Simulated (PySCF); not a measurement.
Computed shifts of a molecule C3H9FOSi, PySCF with PBE/pcSseg-1, GIAO, gas phase, equivalent atoms averaged, in ppm (number of nuclei): ¹³C: 75.3 (1), 61.9 (1), 19.4 (1). ²⁹Si: -12.9 (1). ¹⁹F: -247.8 (1). ¹H: 5.37 (2), 4.31 (1), 3.62 (2), 3.41 (1), 1.41 (3). References: ¹³C against TMS (σ = 182.0 ppm); ¹⁷O against H2O (σ = 334.3 ppm); ²⁹Si against TMS (σ = 335.4 ppm); ¹⁹F against CFCl3 (σ = 133.6 ppm); ¹H against TMS (σ = 31.49 ppm), references at their B3LYP-D3(BJ)/def2-TZVP geometries, non-relativistic. Geometry: PBE0-D3(BJ)/def2-SVP. One conformer was computed; it need not be the lowest.

Question: Identify the compound among the candidates.
A) C[Si@@H](CO)CF
B) CCOC[SiH2]F
C) CC[C@@H](F)[SiH2]O
D) C[Si](C)(F)CO

Answer: B, CCOC[SiH2]F
